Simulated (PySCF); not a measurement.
```xyz
4

Cl    -0.1393     2.1111    -0.0063
Al    -0.0024     0.0358    -0.0001
Br    -1.8649    -1.2013    -0.0391
Br     2.0065    -0.9456     0.0454
```

Charge 0, multiplicity 1.

Question: Give the Mulliken and meta-Löwdin atomic charges from PBE-D3(BJ)/def2-TZVP // B3LYP-D3(BJ)/def2-TZVP run with PySCF.

Answer: 
| atom | Mulliken (e) | meta-Löwdin (e) |
|---|---|---|
| Cl1 | -0.17 | -0.28 |
| Al2 | 0.49 | 0.75 |
| Br3 | -0.16 | -0.24 |
| Br4 | -0.16 | -0.24 |
